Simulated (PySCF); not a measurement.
# How the method changes the shape and vibrations of AlBCH2O

All numbers below are calculated, not measured. The program is PySCF 2.14.0, an open-source quantum chemistry code, run on an isolated molecule that a program drew, which may never have been made. The molecule is AlBCH2O (charge 0, singlet), drawn as the SMILES string `O=B[CH2][Al]`.

The geometry was optimised and harmonic frequencies were computed with HF and MP2, all in the cc-pV(D+d)Z basis, for the commonest isotopes, with a restricted reference for singlets and an unrestricted one otherwise, and a frozen core in MP2. Each result is a local minimum of its method.

Geometry at the HF minimum:
```xyz
6
AlBCH2O, angstrom
O    -1.5474    0.1330   -2.0167
B    -1.3337   -0.8316   -1.3460
C    -0.9846   -2.0754   -0.5330
Al    0.7831   -2.9861   -1.0019
H    -1.7836   -2.8196   -0.6573
H    -0.9472   -1.8074    0.5321
```

Lengths of the bonds as drawn, in Å (atoms numbered as above):
| bond | HF | MP2 |
|---|---|---|
| O1-B2 | 1.194 | 1.227 |
| B2-C3 | 1.526 | 1.532 |
| C3-Al4 | 2.043 | 2.039 |
| C3-H5 | 1.099 | 1.109 |
| C3-H6 | 1.099 | 1.109 |

Rotational constants, in GHz:
```
constant     HF    MP2
       A     23  21.16
       B  2.745  2.809
       C  2.491   2.52
```

Harmonic frequencies in cm^-1, each column in rising order, so a row needn't be the same motion in every method:
| rank | HF | MP2 |
|---|---|---|
| 1 | 115 | 98 |
| 2 | 359 | 331 |
| 3 | 459 | 439 |
| 4 | 544 | 478 |
| 5 | 573 | 538 |
| 6 | 879 | 837 |
| 7 | 1042 | 949 |
| 8 | 1059 | 973 |
| 9 | 1478 | ? |
| 10 | 2124 | 1950 |
| 11 | 3142 | 3068 |
| 12 | 3196 | 3138 |

**Estimate the missing MP2 frequency from the HF column.**

A single factor s that minimises the squared misfit of MP2 against s times HF over the other rows is sum(HF x MP2) / sum(HF^2) = 0.9618, with an rms misfit of 45 cm^-1. For rank 9 it gives 0.9618 x 1478 = 1422 cm^-1. The calculation gives 1365 cm^-1, 57 cm^-1 below the estimate. The drawn bonds are on average 1.0 % longer in MP2 than in HF.
